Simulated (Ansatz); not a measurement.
Ansatz (a first-principles code) input (CCSD(T)/def2-SVPD):

Ansatz 0.2 input:
```yaml
crystal:
  periodic: [false, false, false]
  atoms:
    - {symbol: Si, position_ang: [0.01682677, 0.02100607, 1.18504847]}
    - {symbol: Br, position_ang: [0.95298677, -1.49153430, -0.22422480]}
    - {symbol: Br, position_ang: [-0.95971748, 1.48313187, -0.24979458]}
basis:
  gaussian:
    orbitals: def2-SVPD
magnetization: {spin_polarized: false}
correlation: {method: ccsd_t, electrons: outside_noble_gas}
output: {forces: true}
```

End of the output:

```
cycle   4  -9.81394659 eV  change    5.1e-3 eV  update   4.3e-3
cycle   5  -9.81287666 eV  change    1.1e-3 eV  update   1.6e-3
cycle   6  -9.81303043 eV  change   -1.5e-4 eV  update   5.2e-4
cycle   7  -9.81299896 eV  change    3.1e-5 eV  update   1.8e-4
cycle   8  -9.81300987 eV  change   -1.1e-5 eV  update   5.8e-5
cycle   9  -9.81300391 eV  change    6.0e-6 eV  update   2.0e-5
cycle  10  -9.81299699 eV  change    6.9e-6 eV  update   7.3e-6
cycle  11  -9.81299854 eV  change   -1.6e-6 eV  update   2.7e-6
perturbative correction -0.36554635 eV, -0.0134335806 hartree
the calculation of the forces begins
Total energy: -147852.66307279 eV, -5433.4851497907 hartree
Atom 0 at     0.016827     0.021006     1.185048 Å, force     0.002852     0.003560     0.200848 eV/Å
Atom 1 at     0.952987    -1.491534    -0.224225 Å, force     0.061187    -0.099157    -0.099587 eV/Å
Atom 2 at    -0.959717     1.483132    -0.249795 Å, force    -0.064039     0.095597    -0.101261 eV/Å
Dipole moment:     0.002957     0.003691     0.208230 e Å
```
